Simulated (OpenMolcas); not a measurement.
**Multiconfigurational calculation on P3+**

Input:

```
&GATEWAY
Coord
1

P 0.0 0.0 0.0
Basis=ANO-RCC-VDZ
Group=XYZ
NoMove
AngMom=0.0 0.0 0.0
AMFI
&SEWARD
Relativistic=R03O02
&RASSCF
FileOrb=start.orb
Symmetry=1
Spin=1
nActEl=2 0 0
Inactive=2 3
Ras2=1 3
CIRoot=6 6 1
SDav=7
CIMx=300
Iter=120 100
PrWF=0.3
OrbListing=Nothing
MaxOrb=0
Atom
>>> COPY $Project.JobIph JOB001
&RASSCF
FileOrb=start.orb
Symmetry=1
Spin=3
nActEl=2 0 0
Inactive=2 3
Ras2=1 3
CIRoot=3 3 1
SDav=3
CIMx=300
Iter=120 100
PrWF=0.3
OrbListing=Nothing
MaxOrb=0
Atom
CIOnly
>>> COPY $Project.JobIph JOB002
&RASSCF
FileOrb=start.orb
Symmetry=2
Spin=1
nActEl=2 0 0
Inactive=2 3
Ras2=1 3
CIRoot=3 3 1
SDav=3
CIMx=300
Iter=120 100
PrWF=0.3
OrbListing=Nothing
MaxOrb=0
Atom
>>> COPY $Project.JobIph JOB003
&RASSCF
FileOrb=start.orb
Symmetry=2
Spin=3
nActEl=2 0 0
Inactive=2 3
Ras2=1 3
CIRoot=3 3 1
SDav=3
CIMx=300
Iter=120 100
PrWF=0.3
OrbListing=Nothing
MaxOrb=0
Atom
CIOnly
>>> COPY $Project.JobIph JOB004
&RASSI
NrOfJobIphs=4 6 3 3 3
1 2 3 4 5 6
1 2 3
1 2 3
1 2 3
IphNames
JOB001
JOB002
JOB003
JOB004
EJob
SpinOrbit
DIPRint=1.0
SOCoupling=1000.0
Subsets=2
MEES
Property=10
'ANGMOM' 1 'ANGMOM' 2 'ANGMOM' 3 'MLTPL  1' 1 'MLTPL  1' 2 'MLTPL  1' 3
'AMFI' 1 'AMFI' 2 'AMFI' 3 'MLTPL  2' 6
SOProperty=3
'ANGMOM' 1 'ANGMOM' 2 'ANGMOM' 3
```

Launched by
```bash
OMP_NUM_THREADS=1 MOLCAS_MEM=2252 MOLCAS_PROJECT=a pymolcas a.inp > a.log  # once for each step of the input, in one work folder
```

A driver script runs the steps one by one and writes start.orb anew before each from the orbitals found so far, so a CI-only block uses the converged orbitals of the first block.

Output, cut to the results:

```
--- SEWARD ---
Basis set label: P.ANO-RCC...4S3P.

      Electronic valence basis set:
      ------------------
      Associated Effective Charge  15.000000 au
      Associated Actual Charge     15.000000 au
      Nuclear Model: Point charge

      Shell  nPrim  nBasis  Cartesian Spherical Contaminant
         s      17       4        X
         p      12       3        X
Relativistic=R03O02
                  Relativistic Douglas-Kroll-Hess integrals:
                    - DKH order of Hamiltonian: 3
                    - DKH order of Properties : 2
--- RASSCF ---
Wave function specifications:
      -----------------------------

      Number of closed shell electrons          10
      Number of electrons in active shells       2
      Max number of holes in RAS1 space          0
      Max nr of electrons in RAS3 space          0
      Number of inactive orbitals                5
      Number of active orbitals                  4
      Number of secondary orbitals               4
      Spin quantum number                      0.0
      State symmetry                             1
Orbital specifications:
      -----------------------

      Symmetry species                           1   2
                                                ag  au
      Frozen orbitals                            0   0
      Inactive orbitals                          2   3
      Active orbitals                            1   3
      RAS1 orbitals                              0   0
      RAS2 orbitals                              1   3
      RAS3 orbitals                              0   0
      Secondary orbitals                         1   3
      Deleted orbitals                           0   0
      Number of basis functions                  4   9
      Number of CSFs                             7
      Number of root(s) required                 6
      Iter CI   SX   CI       RASSCF       Energy    max ROT     max BLB   max BLB  Level Ln srch  Step   QN
          iter iter root      energy       change     param      element    value   shift minimum  type update
 Nr of preliminary CI iterations:   1
        1   1    3    0  -338.73511709    0.00E+00  -3.90E-03    4   7 2  2.07E-03*  0.10   0.00    SX    NO
        2   1    3    0  -338.73514465   -2.76E-05*  3.65E-03    3   4 1 -5.83E-04*  0.10   0.00    SX    NO
        3   1    3    0  -338.73514468   -3.35E-08* -4.43E-03    3   4 1  7.07E-04*  0.10   0.00    SX    NO
        4   1    3    0  -338.73514405    6.38E-07*  5.34E-03    3   4 1 -8.52E-04*  0.10   0.00    SX    NO
        5   1    3    0  -338.73514311    9.38E-07*  4.47E-03    3   4 1  1.03E-03*  0.10   0.45    SX   YES
        6   1    3    0  -338.73514526   -2.15E-06*  1.54E-03    3   4 1 -5.46E-04*  0.10   0.65    QN   YES
        7   1    2    0  -338.73514611   -8.47E-07*  5.35E-06    3   4 1 -1.89E-06   0.10   1.00    QN   YES
        8   1    1    0  -338.73514611   -1.01E-11  -1.26E-09    2   4 1  2.69E-08   0.10   1.00    QN   YES
      Convergence after  8 iterations
        9   1    1    0  -338.73514611    0.00E+00  -1.26E-09    2   4 1  2.70E-08   0.10   1.00    QN   YES
      Natural orbitals and occupation numbers for root  1
      sym 1:   1.913484
      sym 2:   0.028839   0.028839   0.028839
      Natural orbitals and occupation numbers for root  2
      sym 1:   0.000000
      sym 2:   0.000009   1.002990   0.997001
      Natural orbitals and occupation numbers for root  3
      sym 1:   0.000000
      sym 2:   1.332261   0.301138   0.366601
::    RASSCF root number  1 Total energy:   -339.41795539
::    RASSCF root number  2 Total energy:   -338.59858425
::    RASSCF root number  3 Total energy:   -338.59858425
::    RASSCF root number  4 Total energy:   -338.59858425
::    RASSCF root number  5 Total energy:   -338.59858425
::    RASSCF root number  6 Total energy:   -338.59858425
--- RASSCF ---
Wave function specifications:
      -----------------------------

      Number of closed shell electrons          10
      Number of electrons in active shells       2
      Max number of holes in RAS1 space          0
      Max nr of electrons in RAS3 space          0
      Number of inactive orbitals                5
      Number of active orbitals                  4
      Number of secondary orbitals               4
      Spin quantum number                      1.0
      State symmetry                             1
Orbital specifications:
      -----------------------

...
--- RASSI ---
SPIN-FREE ENERGIES:
  (Shifted by EMIN (a.u.) =       -339.4179553874)

 SF State       Relative EMIN(au)   Rel lowest level(eV)    D:o, cm**(-1)      L_eff

     1             0.0000000000        0.0000000000              0.0000         0.0
    13             0.3149715739        8.5708131530          69128.2701         1.0
    14             0.3149715739        8.5708131530          69128.2701         1.0
    15             0.3149715739        8.5708131530          69128.2701         1.0
    10             0.5322908605       14.4843721991         116824.3404         1.0
    11             0.5322908605       14.4843721991         116824.3404         1.0
    12             0.5322908605       14.4843721991         116824.3404         1.0
     8             0.7605364796       20.6952519016         166918.4635         1.0
     9             0.7605364796       20.6952519016         166918.4635         1.0
     7             0.7605364796       20.6952519016         166918.4635         1.0
     6             0.8193711340       22.2962244048         179831.1776         2.0
     5             0.8193711340       22.2962244048         179831.1776         2.0
     2             0.8193711340       22.2962244048         179831.1776         2.0
     3             0.8193711340       22.2962244048         179831.1776         2.0
     4             0.8193711340       22.2962244048         179831.1776         2.0
     Dipole printing threshold changed to   1.00000000E+00

++ Dipole transition strengths (spin-free states):
   -----------------------------------------------
     for osc. strength at least  1.00000000E+00

  ( Max oscillator strength is only   0.55629778602093360      )
--
Eigenvalues of complex Hamiltonian:
   -----------------------------------
  (Shifted by EMIN (a.u.) =       -339.4179553874)

 SO State       Relative EMIN(au)   Rel lowest level(eV)    D:o, cm**(-1)     J-value

...
```

The J values that RASSI prints are effective ones from its own formula and need not be integers or half-integers; the table below assigns J from the states.

Levels above the lowest, from the spin-orbit matrix, grouped by J:

| Configuration | Term | J | E (cm-1) | Measured (cm-1) | Term weight % |
| --- | --- | --- | --- | --- | --- |
| 3s2 | 1S | 0 | 0.0 | 0.0 | 100 |
| 3s 3p | 3P* | 0 | 68802 | 67918 | 100 |
| 3s 3p | 3P* | 1 | 68964 | 68146 | 100 |
| 3s 3p | 3P* | 2 | 69291 | 68615 | 100 |
| 3s 3p | 1P* | 1 | 116826 |  | 100 |

Against the 3 measured excited levels shown (Martin, Zalubas and Musgrove, J. Phys. Chem. Ref. Data 14, 751 (1985)) the mean absolute deviation is 790 cm-1; the largest miss in energy is 3s 3p 3P* 0: computed 68802, measured 67918 cm-1 (+1.3 %).

Terms from blocks run as CI alone lack orbitals of their own. The basis is small and was not contracted for so high a charge. Computed and measured levels are paired by configuration, term and J; levels that our copy of the source lacks, or whose pairing is in doubt (as where it misses far off the trend of its configuration), stay unpaired and out of the deviations. Only configurations of the active space appear. The first state left out of the spin-orbit step lies near 210000 cm-1 above the lowest spin-free state of the reference (among the parities and spins computed), and the list stops at four fifths of that energy or lower.

The RASSCF and RASSI steps took 8.2 s on 1 thread of Intel(R) Xeon(R) Platinum 8488C (Sapphire Rapids) (shared host); the integral step is not counted.

The term weight is that of the spin-free term in the level, not the purity of its configuration. * marks odd parity.
